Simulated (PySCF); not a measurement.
Compound: C₅H₃FO₃S (charge +1 and doublet state).
Z-matrix (Å and degrees, GFN2-xTB geometry), rows numbered from 1:
```
O 
C   1  1.1812
O   2  1.3788  1  124.24
C   3  1.3231  2  122.87  1    -5.35
C   4  1.3715  3  129.85  2    -1.86
S   5  1.7015  4  116.11  3   177.21
C   6  1.8406  5   92.09  4    -9.79
F   7  1.3342  6  110.71  5   139.84
C   4  1.5024  3  116.02  2   176.55
O   9  1.1813  4  128.43  3    13.87
H   2  1.0967  1  128.25  3  -179.99
H   5  1.0833  4  124.20  3    -7.22
H   7  1.1027  6  109.15  5  -100.81
```

The hyperfine couplings belong to this conformer and change with its torsions.

As a line formula: `O=CO[C+]1[CH]S[C@H](F)C1=O` [radical] (charge +1).

Computed, not measured: PySCF 2.14.0, UKS B3LYP, pcH-1 on C F H O S, non-relativistic, mean-field spin-orbit, GIAO. Geometry: GFN2-xTB, one conformer, isolated ion. Couplings are sensitive to structure, and on GFN2-xTB geometries they can be far from those on DFT ones, by a factor of two or more for some ions and for spin on atoms past the first row. No stability test was run, so a lower SCF solution isn't excluded.

Task: Match the computed a_iso(17O) values -13.1, -6.4, -2.0 MHz with the sites O1; O3; O10.

Result: 
```tsv
site	a_iso (MHz)	ρ(0) (bohr⁻³)	position	distance from S6 (Å)	spin population	largest |T| (MHz)
O1	-2.0	+0.0031	3 bonds from C4	4.44	+0.03	11.2
O3	-13.1	+0.0219	1 bond from C4	3.91	+0.10	39.9
O10	-6.4	+0.0101	2 bonds from C4	3.87	+0.11	38.3
```

ρ(0) is the spin density at the nucleus and T the dipolar tensor; a_iso includes a spin–orbit part. The Mulliken spin populations are largest on S6 (+0.49), C4 (+0.31), O10 (+0.11) and O3 (+0.10). Main spin sites, with 60 % or more of the largest population: C4, S6; positions count bonds from the nearest.

The spin density at the nucleus, in bohr⁻³, is negative for C9 (-0.0140), C5 (-0.0086) and C7 (-0.0039), for instance. A restricted open-shell determinant has no negative spin density anywhere; here it arises because α and β orbitals differ (spin polarisation).

The SMILES `O=CO[C+]1[CH]S[C@H](F)C1=O` draws the unpaired electron on C5, whose computed spin population is only +0.02.
